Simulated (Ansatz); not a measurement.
Isolated molecules relaxed with PBE0-D4/def2-TZVP in Ansatz; ΔE leaves out vibrations. CBS: MP2 limit from def2 TZ/QZ plus the TZ coupled-cluster correction, frozen cores. This one scheme is used for every species. DFT in def2-TZVPP. For Br outer-core shells are correlated without core-valence functions, which leaves a few kJ/mol of doubt a bond. Scalar relativity is left out up to krypton. One conformer a species, not always the lowest.

Consider the formal exchange of groups at the Si–B bond: `C[SiH2]B(F)Cl` + `N#CC(F)Br` → `C[SiH2]C(F)Br` + `N#CB(F)Cl`.

```
             level  ΔE (kJ/mol)
            PBE-D4        -72.8
            B2PLYP        -84.7
               PBE        -71.5
              PBE0        -74.4
   CCSD/def2-TZVPP        -83.2
     HF/def2-QZVPP        -87.3
SCS-MP2/def2-QZVPP        -88.5
      HF/CBS(def2)        -87.4
```

(1) What does CCSD(T)/CBS give? (An estimate is asked.)

Largest T1 diagnostic among the species: 0.014.

Results:

(1) Ansatz gave: -85.7 kJ/mol. The listed levels differ from it by 12.9, 1.0, 14.2, 11.3, 2.5, -1.6, -2.8, -1.7 kJ/mol.
